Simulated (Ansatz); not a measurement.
Consider the redistribution: `CC[Se]BF` + `[CH3][In]([Cl])[Cl]` → `C[Se]BF` + `C[CH2][In]([Cl])[Cl]`.

Computed with Ansatz on PBE0-D4/def2-TZVP structures; ΔE is electronic, products minus reactants. CBS: MP2 limit from def2 TZ/QZ plus the TZ coupled-cluster correction, frozen cores. DFT in def2-TZVPP. def2 core potentials past Kr. For In, Se outer-core shells are correlated without core-valence functions, which leaves a few kJ/mol of doubt a bond. Scalar relativity is left out up to krypton. Each species was taken in one conformer, which may not be the lowest.

(1) Is it downhill or uphill in electronic energy at CCSD(T)/CBS, and by how much? (Best estimate.)

(2) What do these levels give: B2PLYP, MP2/def2-TZVPP, CCSD/def2-TZVPP, CCSD(T)/def2-TZVPP, SCS-MP2/def2-QZVPP, MP2/CBS(def2)? (Best estimate.)

Largest T1 diagnostic among the species: 0.012.

Answers

(1) Ansatz gave: Uphill: ΔE = +0.17 eV.

(2) Ansatz gave: B2PLYP 0.16, MP2/def2-TZVPP 0.18, CCSD/def2-TZVPP 0.18, CCSD(T)/def2-TZVPP 0.18, SCS-MP2/def2-QZVPP 0.17, MP2/CBS(def2) 0.18 eV.
